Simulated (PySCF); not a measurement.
Computed IR spectrum (relative IR intensity) of a molecule C₃HF₄, multiplicity 2. Geometry optimised at B3LYP-D3(BJ)/def2-SVP. One conformer was computed; it need not be the lowest. All values below come from B3LYP-D3(BJ)/def2-SVP (PySCF). Frequencies are harmonic and unscaled.

Lines under 2 % of the strongest are left out, and lines within 2 cm⁻¹ are merged.

ν (cm⁻¹): 697 (w), 892 (vw), 1144 (vs), 1171 (s), 1208 (vs), 1263 (vw), 1344 (m), 1796 (s) (against the strongest line: vs over 80 %, s over 45 %, m over 15 %, w over 4 %, vw less)

**Question.** Which molecule gave these data?
A) [CH]=C(F)C(F)(F)F
B) F/[C]=C/C(F)(F)F
C) F/C=[C]/C(F)(F)F

**Answer.** C, F/C=[C]/C(F)(F)F
